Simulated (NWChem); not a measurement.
System: BHSeClF; SMILES FB(Cl)[SeH]

Input file for NWChem:

```
start job
memory heap 200 mb stack 900 mb global 1100 mb
geometry units angstroms noautosym nocenter noautoz
  B     -0.428745    -0.593171     0.000000
  Cl     0.713647    -1.922169     0.000000
  F     -1.718824    -0.863019     0.000000
  Se     0.225401     1.227229     0.000000
  H     -1.122678     1.815053     0.000000
end
basis spherical
  * library sto-3g
end
dft
  xc hfexch
  iterations 150
end
property
  shielding
end
task dft property
```

STO-3G and 3-21G are far too small for this property and stand as cheap habits. Coordinates come from a PBE0/def2-SVP optimisation.

GIAO values for the isolated, static molecule; σ is the absolute isotropic shielding, δ = σ(reference) − σ with the isolated reference molecule computed at the same levels (11B: boron trifluoride, 19F: trichlorofluoromethane, 1H: tetramethylsilane). Spin-orbit effects, on the heavy nuclei and on their neighbours, are missing.

Atoms are numbered as in the input.

Problem. What results follow from this input? (Hartree-Fock/STO-3G, GIAO.) Quantities: δ B1 (ppm); σ Cl2 (ppm); δ F3 (ppm); σ Se4 (ppm); δ H5 (ppm).

Solution. 
```json
{
  "δ B1 (ppm)": "40.5",
  "σ Cl2 (ppm)": "1052.1",
  "δ F3 (ppm)": "77.8",
  "σ Se4 (ppm)": "2665.3",
  "δ H5 (ppm)": "0.88"
}
```
